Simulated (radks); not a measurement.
Results of a calculation; reference values are marked as such.
Charge is removed step by step from the 4p (averaged over the sub-levels emptied) level of neutral rubidium, starting from [Kr] 5s1. Code: a radial shooting solver on a logarithmic mesh with Libxc functionals. Model: Dirac Kohn-Sham, PBE, spin-unpolarised, spherical densities, finite nucleus; Fermi nuclear charge, rms radius 4.2036 fm.

removed (e)  E - E(0) (eV)  eigenvalue (eV)  E minus straight line (eV)
0                    0.000          -15.971                       0.000
0.25                 4.301          -18.462                      -0.987
0.5                  9.242          -21.081                      -1.334
0.75                14.850          -23.804                      -1.013
1                   21.151          -26.617                       0.000

Removing the whole electron costs 21.151 eV by Delta-SCF, against 15.971 eV from minus the eigenvalue at the starting occupation. Slater's transition state (half an electron removed) gives 21.081 eV. Integrating minus the eigenvalue over the occupation (Janak's theorem) gives 21.151 eV. The mean slope of the eigenvalue, de/dn, is 10.6 eV per electron.
